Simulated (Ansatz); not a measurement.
(1) Predict a relaxed structure of Hg₂O⁺, charge 1, doublet, at PBE0-D4/def2-TZVP (Ansatz).

Answers

(1) 
Cartesian coordinates in Å:
```
Hg 1.124 1.419 -0.480
Hg -1.249 -1.057 0.911
O 0.124 -0.362 -0.431
```
Point group C2v (tolerance 0.1 Å). This is one stationary point.

In the def2 sets Hg takes a core potential; there is no spin–orbit coupling. The structure comes from a short search, and lower isomers may exist.
